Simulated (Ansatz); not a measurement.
Compare A (`F[SiH]1CC[Se]1`) with its isomer B (`C=C(F)[SiH2][SeH]`).

Isolated molecules relaxed with PBE0-D4/def2-TZVP in Ansatz; ΔE leaves out vibrations. CBS: MP2 limit from def2 TZ/QZ plus the TZ coupled-cluster correction, frozen cores. DFT in def2-TZVPP. B3LYP here is the variant with VWN-RPA as its local correlation; programs differ in this. For Se outer-core shells are correlated without core-valence functions, which leaves a few kJ/mol of doubt a bond. Scalar relativity is left out up to krypton. One conformer a species, not always the lowest.

(1) Which isomer does CCSD(T)/CBS put lower? Give the gap. (Estimate.)

(2) Give E(B) − E(A) in kJ/mol with PBE-D4, B2PLYP, CCSD(T)/def2-TZVPP, HF/def2-TZVPP, PBE0-D4, r2SCAN-D4, B3LYP. (Best estimate.)

Largest T1 diagnostic: 0.011.

Results:

(1) Ansatz gave: A, by 249.1 kJ/mol.

(2) The calculation gave: PBE-D4 233.1, B2PLYP 238.7, CCSD(T)/def2-TZVPP 244.2, HF/def2-TZVPP 223.5, PBE0-D4 246.5, r2SCAN-D4 239.5, B3LYP 223.6. None reverses the order clearly.

The D4 term adds +3.6 kJ/mol with B3LYP and +1.5 kJ/mol with PBE0; it sums over pairs of atoms, weighted by their polarisabilities, and B3LYP, whose exchange is more repulsive, gets the larger term. From PBE to PBE0 (25 % exact exchange), in def2-TZVPP and without D4, E(B) − E(A) moves by +14.0 kJ/mol.
